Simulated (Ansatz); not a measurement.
A nudged elastic band was laid between two geometries of ClF5Mo + FH (9 atoms, charge 0, multiplicity 1).

Computed with RKS PBE/def2-SVP in Ansatz 0.2.0.

```json
{
  "movable images": "5",
  "climbing image": "yes",
  "spring": "5.0 eV/Å²",
  "optimiser": "quadratic models (default)",
  "start path": "through a guess of the saddle point",
  "force threshold": "0.05 eV/Å",
  "iteration limit": "60",
  "end points": "relaxed"
}
```

Initial state:

```xyz
9
Properties=species:S:1:pos:R:3
Mo -0.189 -0.186 -0.105
Cl -0.083 -0.066 2.203
F 1.646 -0.206 -0.221
F -0.241 1.648 -0.233
F -2.034 -0.223 -0.036
F -0.195 -2.031 -0.028
F -0.277 -0.286 -1.948
F 2.093 2.153 1.528
H 1.650 1.666 2.193
```

Final state:

```xyz
9
Properties=species:S:1:pos:R:3
Mo 0.219 0.221 -0.496
Cl 0.001 0.042 3.735
F 1.817 -0.001 -1.387
F -0.032 1.821 -1.376
F -1.372 0.464 0.395
F 0.492 -1.370 0.385
F -0.662 -0.666 -1.847
F 1.112 1.120 0.859
H 0.794 0.837 3.084
```

Problem. What changes between the two ends?

Solution. Bonds broken: Mo1–Cl2, F8–H9. Bonds formed: Mo1–F8, Cl2–H9. ClF5Mo + FH becomes ClH + F6Mo.

Problem. Give the energies along the band, and the barrier.

Solution. It converged. The highest image is number 3 of 0 to 6, 0.32 eV above the first end and 0.82 eV above the last; the last end lies 0.49 eV below the first. A vibrational analysis at the climbing image gives one clearly imaginary mode, 286i cm⁻¹: a first-order saddle point. The orbitals stay closed-shell, which can raise the energy where a bond breaks towards radicals; this wasn't checked here.

```json
{"image": "0", "path coordinate (Å)": "0.00", "energy (eV)": "0.00", "Mo1–Cl2 (Å)": "2.31", "F8–H9 (Å)": "0.94", "Mo1–F8 (Å)": "3.65"}
{"image": "1", "path coordinate (Å)": "1.39", "energy (eV)": "0.03", "Mo1–Cl2 (Å)": "2.31", "F8–H9 (Å)": "0.94", "Mo1–F8 (Å)": "3.91"}
{"image": "2", "path coordinate (Å)": "2.79", "energy (eV)": "0.29", "Mo1–Cl2 (Å)": "2.36", "F8–H9 (Å)": "0.94", "Mo1–F8 (Å)": "3.17"}
{"image": "3", "path coordinate (Å)": "4.18", "energy (eV)": "0.32", "Mo1–Cl2 (Å)": "2.73", "F8–H9 (Å)": "1.23", "Mo1–F8 (Å)": "2.09"}
{"image": "4", "path coordinate (Å)": "5.34", "energy (eV)": "-0.14", "Mo1–Cl2 (Å)": "3.62", "F8–H9 (Å)": "1.86", "Mo1–F8 (Å)": "1.88"}
{"image": "5", "path coordinate (Å)": "6.50", "energy (eV)": "-0.49", "Mo1–Cl2 (Å)": "4.30", "F8–H9 (Å)": "2.18", "Mo1–F8 (Å)": "1.86"}
{"image": "6", "path coordinate (Å)": "7.66", "energy (eV)": "-0.49", "Mo1–Cl2 (Å)": "4.24", "F8–H9 (Å)": "2.27", "Mo1–F8 (Å)": "1.86"}
```

Problem. What is the geometry of the highest image?

Solution. 
```xyz
9
Properties=species:S:1:pos:R:3
Mo 0.164 0.163 -0.118
Cl 0.525 -0.488 2.514
F 1.990 -0.061 -0.092
F 0.523 1.630 -1.178
F -1.485 0.494 0.616
F 0.137 -1.683 -0.050
F -0.734 -0.262 -1.678
F 0.609 1.730 1.194
H 0.642 0.946 2.143
```

Problem. What are the harmonic wavenumbers there?

Solution. 286i, 78, 106, 169, 201, 223, 266, 288, 308, 320, 344, 418, 497, 590, 666, 683, 701, 729, 796, 925, 1410 cm⁻¹.

The band took 26 iterations and of the order of 21 core-minutes.

Run time: 5.8 min on 4 threads of AMD EPYC 7R43 64-Core Processor (Zen 3), on a shared host, peak memory 0.23 GiB.
